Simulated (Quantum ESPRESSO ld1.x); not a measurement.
Results of a calculation; reference values are marked as such.
Q: Radial electron density D(r) = 4 pi r^2 rho(r) of an atom or ion with 25 electrons. Level of theory: Dirac Kohn-Sham, relativistic LDA (MacDonald-Vosko exchange, VWN5 correlation), spin-unpolarised, spherical densities, point nucleus (ld1.x of Quantum ESPRESSO 7.5).

| r (bohr) | D(r) (e/bohr) |
|---|---|
| 0.007401 | 5.941 |
| 0.009637 | 8.886 |
| 0.01265 | 12.97 |
| 0.01647 | 17.89 |
| 0.02162 | 23.44 |
| 0.02838 | 28.38 |
| 0.03695 | 31.11 |
| 0.0485 | 30.65 |
| 0.06316 | 27.53 |
| 0.0829 | 24.61 |
| 0.1079 | 25.71 |
| 0.1417 | 31.09 |
| 0.1845 | 34.79 |
| 0.2422 | 30.41 |
| 0.3179 | 19.84 |
| 0.4139 | 13.36 |
| 0.5433 | 14.69 |
| 0.7074 | 16.67 |
| 0.9286 | 13.33 |
| 1.209 | 7.537 |
| 1.587 | 3.293 |
| 2.067 | 1.401 |
| 2.713 | 0.5867 |
| 3.561 | 0.2053 |
| 4.636 | 0.04937 |
| 6.085 | 0.006023 |
| 7.924 | 0.0003425 |

What is the nuclear charge?

A: Z = 26. The innermost maximum, from 1s, lies near gamma/Z bohr with gamma = sqrt(1 - (Z/c)^2) = 0.982, here 0.0378 bohr (found: 0.0407), and its height grows with Z. The density is that of the iron ion Fe+ in [Ar] 3d6.5 4s0.5; the configuration itself is not fixed sharply by these data, and Z only to about a unit. D(r) has 3 maxima, at r = 0.0407, 0.187, 0.696 bohr, and minima at 0.0891, 0.445 bohr, inside which lie 2.11, 10.71 electrons.
